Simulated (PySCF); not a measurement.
Species: `CCCS(C)(=O)=O` (methyl propyl sulfone). The columns A, B, C and D hold Mulliken, IAO, Hirshfeld and ESP-fitted charges (e) of one PBE0/pcSseg-1 density (PySCF), in a shuffled order. Coordinates in Å (GFN2-xTB); the density's dipole moment is (1.24, 0.07, -4.19) D.

```json
{"atom": "C1", "x": "-2.269", "y": "0.427", "z": "0.130", "A": "-0.122", "B": "-0.285", "C": "-0.426", "D": "-0.327"}
{"atom": "C2", "x": "-1.411", "y": "-0.661", "z": "-0.506", "A": "-0.065", "B": "-0.285", "C": "-0.257", "D": "+0.212"}
{"atom": "C3", "x": "-0.010", "y": "-0.160", "z": "-0.806", "A": "-0.074", "B": "-0.345", "C": "-0.457", "D": "-0.453"}
{"atom": "S4", "x": "0.918", "y": "-0.010", "z": "0.758", "A": "+0.528", "B": "+0.888", "C": "+1.984", "D": "+1.131"}
{"atom": "C5", "x": "2.640", "y": "0.210", "z": "0.209", "A": "-0.121", "B": "-0.352", "C": "-0.633", "D": "-0.737"}
{"atom": "O6", "x": "0.826", "y": "-1.256", "z": "1.466", "A": "-0.321", "B": "-0.537", "C": "-0.901", "D": "-0.541"}
{"atom": "O7", "x": "0.525", "y": "1.184", "z": "1.457", "A": "-0.315", "B": "-0.537", "C": "-0.899", "D": "-0.551"}
{"atom": "H8", "x": "-3.237", "y": "0.025", "z": "0.417", "A": "+0.044", "B": "+0.120", "C": "+0.145", "D": "+0.080"}
{"atom": "H9", "x": "-1.776", "y": "0.821", "z": "1.014", "A": "+0.031", "B": "+0.151", "C": "+0.159", "D": "+0.109"}
{"atom": "H10", "x": "-2.429", "y": "1.245", "z": "-0.570", "A": "+0.038", "B": "+0.106", "C": "+0.134", "D": "+0.079"}
{"atom": "H11", "x": "-1.881", "y": "-1.015", "z": "-1.428", "A": "+0.046", "B": "+0.134", "C": "+0.144", "D": "+0.012"}
{"atom": "H12", "x": "-1.321", "y": "-1.507", "z": "0.177", "A": "+0.038", "B": "+0.152", "C": "+0.156", "D": "+0.002"}
{"atom": "H13", "x": "0.552", "y": "-0.870", "z": "-1.408", "A": "+0.053", "B": "+0.157", "C": "+0.159", "D": "+0.138"}
{"atom": "H14", "x": "-0.011", "y": "0.822", "z": "-1.270", "A": "+0.052", "B": "+0.159", "C": "+0.160", "D": "+0.160"}
{"atom": "H15", "x": "2.681", "y": "1.083", "z": "-0.428", "A": "+0.059", "B": "+0.150", "C": "+0.171", "D": "+0.214"}
{"atom": "H16", "x": "2.949", "y": "-0.684", "z": "-0.315", "A": "+0.059", "B": "+0.151", "C": "+0.172", "D": "+0.220"}
{"atom": "H17", "x": "3.248", "y": "0.359", "z": "1.093", "A": "+0.069", "B": "+0.173", "C": "+0.187", "D": "+0.254"}
```

Question: Which column most likely holds the ESP-fitted charges?

Answer: D. Σ q r misses the density's dipole by 0.02 D (D), 0.65 D (B), 1.22 D (A), 1.66 D (C). Charges fitted to the outside potential are the only set here that is tied to the molecule's multipoles.

Question: And the Hirshfeld charges?

Answer: A. The mean sizes are 0.120 e (A), 0.275 e (B), 0.307 e (D), 0.420 e (C), and Hirshfeld charges are commonly the smallest of these schemes.

As computed, A = Hirshfeld, B = Mulliken, C = IAO, D = ESP-fitted. Hydrogens on carbon: Hirshfeld +0.03 to +0.07, Mulliken +0.11 to +0.17, IAO +0.13 to +0.19, ESP-fitted 0.00 to +0.25 e.

The IAO scheme projects the occupied orbitals on a minimal set of polarised atomic orbitals and counts the electrons in each atom's part of it. The Mulliken scheme counts on each atom the diagonal of the density matrix times the overlap matrix over that atom's basis functions.

The structure is a single GFN2-xTB conformer in the gas phase; no vibrational or solvent corrections.

Shape of the structure used: `[CH3:1][CH2:2][CH2:3][S:4]([CH3:5])(=[O:6])=[O:7]`: C1–C2–C3–S4 73°, C2–C3–S4–C5 167°.
